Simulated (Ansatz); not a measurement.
Born–Oppenheimer molecular dynamics of GaH$_{3}$O$_{2}$ (6 atoms, charge 0, multiplicity 1). It starts from a relaxed structure.

Theory: RHF/def2-SVP (Ansatz 0.2.0).

```
ensemble        : NVT, Langevin thermostat
time step       : 0.5 fs
steps asked     : 500
set temperature : 700 K
friction        : 0.05 /fs
seed            : 95118
```

First frame:

```xyz
6
Properties=species:S:1:pos:R:3
Ga -0.160 -0.106 -0.134
O 0.046 -0.269 1.619
H -0.680 -0.148 2.207
O 1.316 -0.370 -1.065
H 2.114 -0.577 -0.605
H -1.505 0.237 -0.834
```

Q: How far do the bonds stretch over the last three quarters of this one trajectory? (Pairs bonded in most of those frames.)

A: 
```tsv
bond	mean (Å)	spread (Å)	shortest	longest
Ga1–O2	1.774	0.021	1.73	1.82
Ga1–O4	1.777	0.059	1.68	1.89
Ga1–H6	1.569	0.062	1.43	1.71
O2–H3	0.951	0.045	0.85	1.09
O4–H5	0.948	0.025	0.89	1.01
```

Mean temperature of the second half: 693 K. A run of 0.25 ps of so small a system gives no equilibrium averages.

Run time: 7 min on 1 thread of Arm Neoverse V2 (shared host), peak memory 0.13 GiB.
